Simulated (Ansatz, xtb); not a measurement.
# Relative energy of two isomers of C4H8Ge

Structure I is `C=C[C](=C)[GeH3]`, a singlet and structure II is `C=C/C=[CH]/[GeH3]`, a singlet. Both are isolated molecules in the gas phase, relaxed with r2SCAN-D4/def2-SVP; the shapes shown needn't be the lowest conformers.

I (Å):

```json
{"atom": "C", "x (Å)": "2.3436", "y (Å)": "0.3915", "z (Å)": "-0.1747"}
{"atom": "C", "x (Å)": "1.2014", "y (Å)": "0.1377", "z (Å)": "0.4892"}
{"atom": "C", "x (Å)": "-0.0244", "y (Å)": "-0.4047", "z (Å)": "-0.0929"}
{"atom": "C", "x (Å)": "-1.1153", "y (Å)": "-0.6195", "z (Å)": "0.6749"}
{"atom": "Ge", "x (Å)": "-0.1048", "y (Å)": "-0.8295", "z (Å)": "-2.0010"}
{"atom": "H", "x (Å)": "2.4445", "y (Å)": "0.2021", "z (Å)": "-1.2491"}
{"atom": "H", "x (Å)": "3.2194", "y (Å)": "0.7990", "z (Å)": "0.3372"}
{"atom": "H", "x (Å)": "1.1609", "y (Å)": "0.3487", "z (Å)": "1.5680"}
{"atom": "H", "x (Å)": "-1.1032", "y (Å)": "-0.3914", "z (Å)": "1.7491"}
{"atom": "H", "x (Å)": "-2.0476", "y (Å)": "-1.0243", "z (Å)": "0.2690"}
{"atom": "H", "x (Å)": "0.1520", "y (Å)": "0.4243", "z (Å)": "-2.8525"}
{"atom": "H", "x (Å)": "0.9492", "y (Å)": "-1.8852", "z (Å)": "-2.3720"}
{"atom": "H", "x (Å)": "-1.5077", "y (Å)": "-1.3758", "z (Å)": "-2.2990"}
```

II (Å):

```csv
atom,x (Å),y (Å),z (Å)
C,2.4270,1.5457,-0.9821
C,1.5120,0.9579,-0.1888
C,0.6578,-0.1393,-0.6102
C,-0.2639,-0.7385,0.1772
Ge,-1.3886,-2.1983,-0.4076
H,3.0507,2.3697,-0.6258
H,2.5756,1.2140,-2.0156
H,1.3834,1.3098,0.8435
H,0.7955,-0.4824,-1.6464
H,-0.3762,-0.3714,1.2077
H,-1.1543,-3.4464,0.4610
H,-2.8751,-1.8188,-0.2919
H,-1.0527,-2.5207,-1.8713
```

Problem. Which of the two would you expect CCSD(T)/def2-SVP + ΔMP2/def2-TZVPP electronic energies to favour?

Solution. Too close to call at this level: CCSD(T)/def2-SVP + ΔMP2/def2-TZVPP gives E(II) − E(I) = −0.36 kcal/mol.

How the difference moves with the method:

```csv
level,geometry,E(II) − E(I) (kcal/mol),departure from the last row (kcal/mol),"job, with rough time for the two"
GFN2-xTB,GFN2-xTB,−1.31,−0.95,"optimisation, 0.4 s"
HF/STO-3G,GFN2-xTB,−3.52,−3.16,"single point, 1.5 s"
r2SCAN-D4/def2-SVP//GFN2-xTB,GFN2-xTB,−1.59,−1.23,"single point, 9.9 s"
r2SCAN-D4/def2-SVP,r2SCAN-D4/def2-SVP,−1.48,−1.12,"optimisation, 79 s"
HF/def2-SVP,r2SCAN-D4/def2-SVP,−2.79,−2.42,part of the CCSD(T) run
MP2/def2-SVP,r2SCAN-D4/def2-SVP,−0.93,−0.57,part of the CCSD(T) run
CCSD(T)/def2-SVP,r2SCAN-D4/def2-SVP,−0.99,−0.62,single point
CCSD(T)/def2-SVP + ΔMP2/def2-TZVPP,r2SCAN-D4/def2-SVP,−0.36,,"single point, 2.7 min"
```

As drawn, both hold the same kinds of bond in the same numbers.

The largest departure from CCSD(T)/def2-SVP + ΔMP2/def2-TZVPP is that of HF/STO-3G, 3.16 kcal/mol. The last row adds to CCSD(T) the change of the MP2 difference between the two basis sets, here +0.62 kcal/mol.

With thermal terms from frequencies at re-optimised GFN2-xTB minima (ideal gas, soft modes damped towards free rotors, one conformer each, 298.15 K, 1 atm): on the last row, ΔE + ΔZPE = −0.28, ΔH = −0.11, ΔG = −0.68 kcal/mol.

The correlated steps freeze 13 core orbitals; the filled d shell of Ge is correlated, in a basis made for valence electrons. Programs: Ansatz 0.2.0, xtb 6.7.1; the last row on 2 threads of AMD EPYC (Zen 3) on a shared host.
